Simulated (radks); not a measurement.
The numbers below are computed, except where a source is named.
Valence configurations of Al I (all share [Ne]). Code: a radial shooting solver on a logarithmic mesh with Libxc functionals. Model: non-relativistic Kohn-Sham, BLYP, spin-polarised, spherical densities, point nucleus; open shells are filled with parallel spins first. Energies are relative to 3s2 3p1; eigenvalues in eV for spin up.

| valence | E (eV) | moment (Bohr magnetons) | e(3p) | e(3s) |
|---|---|---|---|---|
| 3s2 3p1 | 0.000 | 1 | -2.775 | -7.829 |
| 3s1.5 3p1.5 | 2.082 | 2 | -3.222 | -8.440 |
| 3s1 3p2 | 3.848 | 3 | -3.602 | -8.961 |
| 3s0.5 3p2.5 | 6.544 | 3 | -3.883 | -9.308 |
| 3p3 | 9.271 | 3 | -4.149 | - |

NIST lists [Ne] 3s2 3p1 as the ground configuration; this level of theory agrees among the configurations tried. The energies are those of spherical high-spin densities, not of single terms.
